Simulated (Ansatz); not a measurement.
Reaction (redistribution): `C=C[SiH](N)OC` + `CC[SiH](Cl)O[SiH3]` → `C=C[Si](N)(Cl)OC` + `CC[SiH2]O[SiH3]`

Gas-phase electronic energies from Ansatz, PBE0-D4/def2-TZVP geometries. CCSD(T)/CBS is the MP2 limit (def2-TZVPP, def2-QZVPP) plus CCSD(T) − MP2 in def2-TZVPP, frozen cores. Functionals use def2-TZVPP. B3LYP here is the variant with VWN-RPA as its local correlation; programs differ in this. Each species was taken in one conformer, which may not be the lowest.

(1) Is it downhill or uphill in electronic energy at CCSD(T)/CBS, and by how much? (Estimate.)

(2) What do these levels give: r2SCAN-D4, B3LYP-D4, ωB97X-V, B2PLYP, r2SCAN, HF/def2-TZVPP, MP2/def2-TZVPP, CCSD(T)/def2-TZVPP, HF/def2-QZVPP, HF/CBS(def2), MP2/CBS(def2), CCSD/CBS(def2)? (An estimate is asked.)

Largest T1 diagnostic among the species: 0.011.

Answers

(1) The calculation gave: Uphill: ΔE = +0.04 eV.

(2) Computed: r2SCAN-D4 0.03, B3LYP-D4 0.03, ωB97X-V 0.04, B2PLYP 0.05, r2SCAN 0.04, HF/def2-TZVPP 0.05, MP2/def2-TZVPP 0.03, CCSD(T)/def2-TZVPP 0.04, HF/def2-QZVPP 0.05, HF/CBS(def2) 0.05, MP2/CBS(def2) 0.04, CCSD/CBS(def2) 0.04 eV.
